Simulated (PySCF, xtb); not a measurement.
CH₂O, SMILES [O+](=[C-]\[H])/[H].

xtb with GFN2-xTB at its own geometry gives an orbital gap of 2.08 eV and a dipole moment of 1.84 D.

Coordinates come from a ωB97X-D3(BJ)/def2-TZVPD optimisation.

Problem. What does PySCF with B3LYP/def2-TZVPD give? (Estimate from the structure and the level; the computed values follow.)

Solution. gap 4.43 eV (levels -6.31 and -1.87 eV), dipole 1.64 D.
